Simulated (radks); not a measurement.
Values are calculated unless marked as measured or tabulated.
Problem. Co III, configuration [Ne] 3s1 3p6 3d7 4f1 (not the ground configuration). Code: a radial shooting solver on a logarithmic mesh with Libxc functionals. Model: non-relativistic Kohn-Sham, PBE, spin-unpolarised, spherical densities, point nucleus. Some entries of the table are withheld. Estimate them.

orbital,occ.,eigenvalue (eV),<1/r> (bohr^-1),<r^2> (bohr^2)
1s,2,-7555.033,26.52,0.004341
2s,2,-918.9925,5.709,0.07887
2p,6,(1),5.666,0.06271
3s,1,-134.1849,1.820,0.6933
3p,6,-99.1792,1.700,(2)
3d,7,-41.2843,1.398,1.088
4f,1,-6.2258,0.1941,37.87

Solution. 
(1) 2p eigenvalue (eV): -802.8787
(2) 3p <r^2> (bohr^2): 0.7640
